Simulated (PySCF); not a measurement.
Run record: excited-state job, `Cc1ccoc1B[SiH3]`.

Method: TDDFT CAM-B3LYP/def2-SVPD, vertical, gas phase, core orbitals frozen in the response (PySCF 2.14.0, density-fitted response routines). Geometry: GFN2-xTB. A driver script takes a list of jobs; this job's settings line and coordinates (Å) are shown.

Command:
```bash
OMP_NUM_THREADS=1 python probes_run.py task.json out
```

Input:
```
{"job": {"kind": "uv", "xc": "CAM-B3LYP", "basis": "def2-SVPD", "nstates": 8, "ntriplets": 3}, "charge": 0, "multiplicity": 1}
C     -2.004293    -1.348843     0.696975
C     -1.311192    -0.082001     0.346363
C     -1.939036     1.130939    -0.000904
C     -0.929747     2.014493    -0.265312
O      0.256459     1.444453    -0.113264
C      0.063867     0.138676     0.267730
B      1.258702    -0.766301     0.504118
Si     3.087568    -0.128346     0.214507
H     -1.402191    -1.943395     1.378106
H     -2.968232    -1.138796     1.155133
H     -2.178612    -1.939040    -0.203274
H     -2.991901     1.325261    -0.044885
H     -0.952726     3.047080    -0.559070
H      1.031593    -1.860515     0.864105
H      3.804430    -0.904648    -0.815413
H      3.929196    -0.248918     1.420463
H      3.239117     1.271930    -0.205827
```

**Question.** What does the run print?

**Answer.** 
```
coarse grid: 14808 points
cycle   1  E = -584.8734881694  dE =  1.333e+00  |g| = 4.623e-01  |ddm| = 8.776e+00
cycle   2  E = -584.8699539470  dE =  3.534e-03  |g| = 5.559e-01  |ddm| = 2.102e+00
cycle   3  E = -584.9269660904  dE = -5.701e-02  |g| = 8.685e-02  |ddm| = 9.859e-01
cycle   4  E = -584.9282741081  dE = -1.308e-03  |g| = 4.339e-02  |ddm| = 2.678e-01
cycle   5  E = -584.9287350612  dE = -4.610e-04  |g| = 1.107e-02  |ddm| = 1.278e-01
cycle   6  E = -584.9287687160  dE = -3.365e-05  |g| = 3.086e-03  |ddm| = 3.661e-02
cycle   7  E = -584.9287717918  dE = -3.076e-06  |g| = 1.056e-03  |ddm| = 9.874e-03
final grid: 138736 points
cycle   8  E = -585.0296853663  dE = -3.725e-05  |g| = 3.313e-03  |ddm| = 1.289e-01
cycle   9  E = -585.0296853828  dE = -1.649e-08  |g| = 3.595e-03  |ddm| = 1.999e-02
cycle  10  E = -585.0296881671  dE = -2.784e-06  |g| = 7.360e-04  |ddm| = 7.897e-03
cycle  11  E = -585.0296882799  dE = -1.128e-07  |g| = 1.888e-04  |ddm| = 1.615e-03
cycle  12  E = -585.0296882910  dE = -1.116e-08  |g| = 6.228e-05  |ddm| = 5.864e-04
cycle  13  E = -585.0296882922  dE = -1.179e-09  |g| = 1.571e-05  |ddm| = 1.796e-04
cycle  14  E = -585.0296882924  dE = -2.028e-10  |g| = 1.111e-05  |ddm| = 9.031e-05
converged SCF energy = -585.0296882924

Static polarisability (au): isotropic 108.577, principal 72.656 106.794 146.281

Singlet excitations
state   eV       nm        f      main configurations
  1   4.5656    271.6   0.37533   H->L 0.90
  2   4.6416    267.1   0.03893   H-2->L 0.66, H-1->L 0.23
  3   5.4651    226.9   0.05018   H-1->L 0.71, H-2->L 0.23
  4   5.8715    211.2   0.00570   H-3->L 0.69, H-5->L 0.24
  5   6.5918    188.1   0.00175   H-5->L 0.68, H-3->L 0.26
  6   6.8058    182.2   0.04600   H-4->L 0.95
  7   6.8080    182.1   0.00120   H->L+1 0.87
  8   6.9954    177.2   0.11097   H->L+2 0.90

Triplet excitations (Tamm-Dancoff, eV): 2.9196 3.9731 4.4038
```

The SCF starts on a coarse grid where the log names one; the energy can jump when the final grid takes over, and dE then counts from the start density on the new grid. H and L stand for HOMO and LUMO; the number after each pair is its weight.

**Question.** Give S1 in cm⁻¹ and kJ/mol.

**Answer.** 4.5656 eV × 8065.54 = 36824 cm⁻¹; × 96.485 = 440.5 kJ/mol.

**Question.** Which computed singlet has the largest oscillator strength, and what do all of them sum to?

**Answer.** State 1 at 4.57 eV (272 nm), f = 0.375; the 8 states sum to 0.630.

Summary of the converged run: HOMO -8.40 eV, LUMO -1.21 eV; lowest singlet 4.57 eV; lowest triplet 2.92 eV (Tamm–Dancoff); mean polarisability 108.6 au.

**Question.** Estimate the wall time. Hardware: Arm Neoverse N1, one thread, shared host with 64 logical CPUs at a one-minute load of 58. And the peak memory of the process?

**Answer.** About 1.9 min, with 1.1 GiB resident at the peak, the Python interpreter and its libraries included.

One conformer stands for the species.
Labels such as C1 count atoms from 1, the log's own numbers from 0.
